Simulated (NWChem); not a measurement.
System: C2H5ClOSi; SMILES [SiH2](/C=C/Cl)O

Excerpt of the output:

```
             Northwest Computational Chemistry Package (NWChem) 7.3.0
             --------------------------------------------------------

 C1  symmetry detected

                             Geometry "geometry" -> ""
                             -------------------------

 Output coordinates in angstroms (scale by  1.889725989 to convert to a.u.)

  No.       Tag          Charge          X              Y              Z
 ---- ---------------- ---------- -------------- -------------- --------------
    1 O                    8.0000    -0.82681283    -2.75698620     0.10741679
    2 Si                  14.0000     0.48209566    -1.73541138    -0.03651932
    3 C                    6.0000    -0.02321103     0.00522918    -0.48539419
    4 C                    6.0000     0.25323542     1.03223189     0.32310498
    5 Cl                  17.0000    -0.16587878     2.67492423    -0.00662661
    6 H                    1.0000    -1.49419089    -2.51241846     0.75516489
    7 H                    1.0000     1.26156356    -1.63296839     1.23841444
    8 H                    1.0000     1.31413899    -2.33879210    -1.11115261
    9 H                    1.0000    -0.55687220     0.21152273    -1.42115021
   10 H                    1.0000     0.78031688     0.92582675     1.27704722

 Effective nuclear repulsion energy (a.u.)     254.2653130977

  pbe96 is a nonlocal functional; adding pw91lda local functional.

                                 NWChem DFT Module
                                 -----------------

 Summary of "ao basis" -> "ao basis" (spherical)
 ------------------------------------------------------------------------------
       Tag                 Description            Shells   Functions and Types
 ---------------- ------------------------------  ------  ---------------------
 O                          def2-svp                 6       14   3s2p1d
 Si                         def2-svp                 8       18   4s3p1d
 C                          def2-svp                 6       14   3s2p1d
 Cl                         def2-svp                 8       18   4s3p1d
 H                          def2-svp                 3        5   2s1p

            General Information
            -------------------
          SCF calculation type: DFT
          Wavefunction type:  closed shell.
          No. of atoms     :    10
          No. of electrons :    56
           Alpha electrons :    28
            Beta electrons :    28
          Charge           :     0
          Spin multiplicity:     1
          Use of symmetry is: off; symmetry adaption is: off
          Maximum number of iterations: 150
          AO basis - number of functions:   103
                     number of shells:    49
          Convergence on energy requested:  1.00D-06
          Convergence on density requested:  1.00D-05
          Convergence on gradient requested:  5.00D-04

              XC Information
              --------------
                     Hartree-Fock (Exact) Exchange  1.000
                     LC-wPBE(h)Exchange Functional  0.800
            Perdew 1991 LDA Correlation Functional  1.000 local
           PerdewBurkeErnz. Correlation Functional  1.000 non-local

           Range-Separation Parameters
           ---------------------------
           Alpha           :  0.20
           Beta            :  0.80
           Gamma           :  0.20
           Short-Range HF  :     F

             Grid Information
             ----------------
          Grid used for XC integration:  medium
          Radial quadrature: Mura-Knowles
          Angular quadrature: Lebedev.
          Tag              B.-S. Rad. Rad. Pts. Rad. Cut. Ang. Pts.
          ---              ---------- --------- --------- ---------
          O                   0.60       49          12.0       434
          Si                  1.10       88          11.0       590
          C                   0.70       49          11.0       434
          Cl                  1.00       88          13.0       590
          H                   0.35       45          12.0       434
          Grid pruning is: on
          Number of quadrature shells:   548
          Spatial weights used:  Erf1

      Superposition of Atomic Density Guess
      -------------------------------------

 Sum of atomic energies:        -900.49923350

      Non-variational initial energy
      ------------------------------

 Total energy =    -902.566482
 1-e energy   =   -1747.610947
 2-e energy   =     590.779152
 HOMO         =      -0.306796
 LUMO         =      -0.003716

     ---------------------------------------------
      Total Density - Mulliken Population Analysis
     ---------------------------------------------

    Atom       Charge   Shell Charges
 -----------   ------   -------------------------------------------------------
    1 O    8     8.78   1.99  1.10  0.63  3.10  1.95  0.00
    2 Si  14    13.14   2.00  1.99  0.95  0.21  5.93  1.02  0.79  0.24
    3 C    6     6.49   1.99  1.00  0.30  2.07  1.11  0.02
    4 C    6     5.75   1.99  0.95  0.25  1.67  0.84  0.05
    5 Cl  17    17.20   2.00  1.99  1.22  0.71  5.94  2.12  3.19  0.02
    6 H    1     0.65   0.52  0.07  0.06
    7 H    1     1.11   0.70  0.39  0.01
    8 H    1     1.10   0.71  0.38  0.01
    9 H    1     0.89   0.66  0.21  0.03
   10 H    1     0.90   0.67  0.20  0.02

   convergence    iter        energy       DeltaE   RMS-Dens  Diis-err
 ---------------- ----- ----------------- --------- --------- ---------
 d= 0,ls=0.0,diis     1   -903.2931877985 -1.16D+03  9.67D-03  7.76D-01
 d= 0,ls=0.0,diis     2   -903.3084067130 -1.52D-02  5.17D-03  7.25D-01
 d= 0,ls=0.0,diis     3   -903.3804504591 -7.20D-02  9.17D-04  1.63D-02
 d= 0,ls=0.0,diis     4   -903.3823247784 -1.87D-03  2.15D-04  3.67D-04
 d= 0,ls=0.0,diis     5   -903.3823799710 -5.52D-05  9.47D-05  3.48D-05
  Resetting Diis
 d= 0,ls=0.0,diis     6   -903.3823866883 -6.72D-06  3.24D-05  1.14D-05
 d= 0,ls=0.0,diis     7   -903.3823883924 -1.70D-06  1.07D-05  4.34D-07
 d= 0,ls=0.0,diis     8   -903.3823884671 -7.47D-08  3.83D-06  4.72D-07

         Total DFT energy =     -903.382388467106
      One electron energy =    -1751.150808404185
           Coulomb energy =      663.555104055304
    Exchange-Corr. energy =      -70.051997215926
 Nuclear repulsion energy =      254.265313097701

 Numeric. integr. density =       55.999996441655

                       DFT Final Molecular Orbital Analysis
                       ------------------------------------

 Vector   26  Occ=2.000000D+00  E=-4.010813D-01
              MO Center= -1.4D-02,  8.3D-01,  1.1D-01, r^2= 6.9D+00
   Bfn.  Coefficient  Atom+Function         Bfn.  Coefficient  Atom+Function
  ----- ------------  ---------------      ----- ------------  ---------------
    73      0.456139   5 Cl pz               70      0.340243   5 Cl pz
     6      0.223875   1 O  pz               67      0.196478   5 Cl pz
    71      0.176944   5 Cl px               84     -0.167870   7 H  s
     9      0.164550   1 O  pz               35      0.145396   3 C  s
    85     -0.140656   7 H  s                68      0.133601   5 Cl px

 Vector   27  Occ=2.000000D+00  E=-3.845591D-01
              MO Center= -8.2D-02, -6.5D-01,  1.2D-01, r^2= 6.1D+00
   Bfn.  Coefficient  Atom+Function         Bfn.  Coefficient  Atom+Function
  ----- ------------  ---------------      ----- ------------  ---------------
     6      0.262584   1 O  pz               37     -0.247003   3 C  py
    73     -0.233256   5 Cl pz               84     -0.210194   7 H  s
     5     -0.204849   1 O  py                9      0.201824   1 O  pz
     4      0.188175   1 O  px               72     -0.187880   5 Cl py
    85     -0.174799   7 H  s                70     -0.170382   5 Cl pz

 Vector   28  Occ=2.000000D+00  E=-3.501082D-01
              MO Center= -1.1D-03,  1.0D+00, -1.2D-01, r^2= 3.5D+00
   Bfn.  Coefficient  Atom+Function         Bfn.  Coefficient  Atom+Function
  ----- ------------  ---------------      ----- ------------  ---------------
    71      0.385810   5 Cl px               36     -0.307907   3 C  px
    68      0.264953   5 Cl px               50     -0.252140   4 C  px
    39     -0.219477   3 C  px               73     -0.213855   5 Cl pz
    38      0.173281   3 C  pz               53     -0.158164   4 C  px
    65      0.153075   5 Cl px               70     -0.147222   5 Cl pz

 Vector   29  Occ=0.000000D+00  E= 3.228896D-02
              MO Center=  1.3D-01,  1.9D-01, -1.8D-02, r^2= 3.5D+00
   Bfn.  Coefficient  Atom+Function         Bfn.  Coefficient  Atom+Function
  ----- ------------  ---------------      ----- ------------  ---------------
    53      0.494917   4 C  px               39     -0.400539   3 C  px
    50      0.386909   4 C  px               36     -0.270158   3 C  px
    55     -0.266425   4 C  pz                3     -0.251503   1 O  s
    25     -0.252494   2 Si px               41      0.240729   3 C  pz
    71     -0.213101   5 Cl px               52     -0.205488   4 C  pz

 Vector   30  Occ=0.000000D+00  E= 1.103454D-01
              MO Center= -9.8D-02, -3.1D-01,  6.1D-02, r^2= 6.8D+00
   Bfn.  Coefficient  Atom+Function         Bfn.  Coefficient  Atom+Function
  ----- ------------  ---------------      ----- ------------  ---------------
    49      0.871804   4 C  s                 3     -0.612697   1 O  s
    72      0.521487   5 Cl py               26     -0.503892   2 Si py
    95     -0.489279   9 H  s                80      0.481000   6 H  s
    64     -0.412724   5 Cl s               100     -0.357492  10 H  s
    25     -0.327880   2 Si px               41     -0.318982   3 C  pz

 Vector   31  Occ=0.000000D+00  E= 1.200997D-01
              MO Center= -2.0D-01, -5.6D-01,  2.1D-01, r^2= 6.7D+00
   Bfn.  Coefficient  Atom+Function         Bfn.  Coefficient  Atom+Function
  ----- ------------  ---------------      ----- ------------  ---------------
    25      0.778589   2 Si px               35      0.702214   3 C  s
     3      0.616090   1 O  s                95     -0.599880   9 H  s
    49      0.547194   4 C  s                80     -0.514554   6 H  s
    90     -0.500721   8 H  s               100     -0.460005  10 H  s
    39     -0.423239   3 C  px               54      0.420529   4 C  py

     ---------------------------------------------
      Total Density - Mulliken Population Analysis
     ---------------------------------------------

    Atom       Charge   Shell Charges
 -----------   ------   -------------------------------------------------------
    1 O    8     8.41   1.99  1.06  0.65  2.88  1.81  0.01
    2 Si  14    13.36   2.00  1.98  1.00  0.12  5.93  1.27  0.73  0.33
    3 C    6     6.26   1.99  0.90  0.31  2.07  0.97  0.02
    4 C    6     6.02   1.99  0.93  0.22  1.99  0.84  0.05
    5 Cl  17    17.10   2.00  1.99  1.25  0.71  5.93  2.16  3.04  0.04
    6 H    1     0.81   0.68  0.06  0.07
    7 H    1     1.12   0.74  0.37  0.01
    8 H    1     1.09   0.74  0.35  0.01
    9 H    1     0.93   0.73  0.18  0.02
   10 H    1     0.91   0.73  0.15  0.02

     -------------------------------------------
      Total Density - Lowdin Population Analysis
     -------------------------------------------

    Atom       Charge   Shell Charges
 -----------   ------   -------------------------------------------------------
    1 O    8     8.22   1.97  0.87  0.60  2.72  2.05  0.01
    2 Si  14    13.47   2.00  1.93  0.62  0.31  5.82  1.28  1.01  0.50
    3 C    6     6.25   1.97  0.63  0.35  1.90  1.35  0.06
    4 C    6     6.11   1.97  0.64  0.33  1.81  1.26  0.11
    5 Cl  17    16.89   2.00  1.95  1.03  0.77  5.82  2.27  3.01  0.04
    6 H    1     0.91   0.55  0.17  0.19
    7 H    1     1.11   0.65  0.44  0.02
    8 H    1     1.10   0.65  0.43  0.02
    9 H    1     0.96   0.62  0.27  0.07
   10 H    1     0.97   0.64  0.26  0.07

     Multipole analysis of the density
     ---------------------------------

     L   x y z        total         alpha         beta         nuclear
     -   - - -        -----         -----         ----         -------
     0   0 0 0     -0.000000    -28.000000    -28.000000     56.000000

     1   1 0 0     -0.166587     -0.083294     -0.083294     -0.000000
     1   0 1 0      0.047305      0.023652      0.023652     -0.000000
     1   0 0 1      0.438421      0.219210      0.219210      0.000000

     2   2 0 0    -31.764963    -44.537887    -44.537887     57.310811
     2   1 1 0      0.819748      0.815485      0.815485     -0.811222
     2   1 0 1     -0.663034     -1.013403     -1.013403      1.363772
     2   0 2 0    -38.484315   -459.114276   -459.114276    879.744238
     2   0 1 1     -1.520267     -0.337915     -0.337915     -0.844437
     2   0 0 2    -31.386534    -32.014589    -32.014589     32.642645
```

Level: LRC-wPBEh/def2-SVP. The geometry was optimised at PBE0/def2-SVP.

Task: Reconstruct the input file.

Result: This is not unique; one that fits is the input that was run:
```
start job
memory heap 200 mb stack 900 mb global 1100 mb
geometry units angstroms noautoz
  O     -0.789752    -2.774886     0.298575
  Si     0.434437    -1.747452    -0.173987
  C     -0.167993     0.000780    -0.433633
  C      0.320570     1.011711     0.290351
  Cl    -0.166917     2.659788     0.120009
  H     -1.255777    -2.545201     1.107803
  H      1.530628    -1.669209     0.843738
  H      0.942093    -2.326759    -1.445950
  H     -0.934647     0.224868    -1.185309
  H      1.086143     0.887103     1.063341
end
basis spherical
  * library def2-svp
end
dft
  xc xwpbe 0.80 cpbe96 1.0 hfexch 1.00
  cam 0.2 cam_alpha 0.2 cam_beta 0.8
  iterations 150
  mulliken
end
task dft energy
```
